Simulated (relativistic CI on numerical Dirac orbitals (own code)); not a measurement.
## Cr6+ in a cubic cluster: 2p photoemission with charge transfer

Computed with a charge-transfer multiplet model of a cubic metal-ligand cluster with up to 2 ligand holes, Slater and spin-orbit integrals from Dirac-Coulomb-Breit ions, Slater integrals scaled by 0.8. The ground state mixes d0 with configurations of k ligand holes L, whose averages lie at kΔ + k(k − 1)U_dd/2; a core hole lowers each added d electron by U_cd. 300 K, Lorentzian 0.6 eV and Gaussian 0.8 eV FWHM.

Atomic integrals in eV (Slater integrals scaled, ζ unscaled), ground: F2dd 9.377, F4dd 5.906, zeta_d 0.039; with the core hole: F2dd 9.377, F4dd 5.906, zeta_d 0.067, zeta_core 5.617, F2cd 6.891, G1cd 5.439, G3cd 3.098. Where a configuration has fewer than two d electrons, the dd integrals are those of d2.

Cluster parameters (eV): Δ = 0.3, U_dd = 5.7, U_cd = 6.9, 10Dq = 2, 10Dq(ligand) = 1.1, final-state hopping factor = 0.9.

```csv
Case,n_d,d0,d1L,d2L2,S
"V(eg) = 2.95 eV, V(t2g) = -1.52 eV",0.89,0.28,0.55,0.17,0.00
"V(eg) = 3.25 eV, V(t2g) = -1.67 eV",0.91,0.27,0.54,0.18,0.00
"V(eg) = 3.85 eV, V(t2g) = -1.98 eV",0.94,0.26,0.54,0.20,0.00
```

Weights, n_d and S are thermal averages at 300 K. Binding energies count from the first peak over 30 % of the highest in each spectrum, which can be another peak from case to case. The parameters are a model scan and need not match a compound or its usual spin state. Peaks in eV (height, largest 100):
- V(eg) = 2.95 eV, V(t2g) = -1.52 eV: 0.0 (100), 9.0 (40), 13.1 (8)
- V(eg) = 3.25 eV, V(t2g) = -1.67 eV: 0.0 (100), 3.3 (5), 9.1 (38), 15.0 (7)
- V(eg) = 3.85 eV, V(t2g) = -1.98 eV: 0.0 (100), 6.2 (6), 9.2 (33), 17.2 (5)

A d0 ion has no d-d gap: its lowest excitations are ligand-to-metal charge transfer. With the core hole the average of the configuration with one ligand hole lies at Δ − U_cd = -6.6 eV before mixing: the effective hopping of about 7.7 eV (from the holes of the mixed ground state) is comparable with this gap or larger, so the configurations mix strongly.

With at most 2 ligand holes the space is cut while the next configuration still counts, so covalency is underestimated, and a final configuration with one more ligand hole, which can lie low, is missing from the spectra.
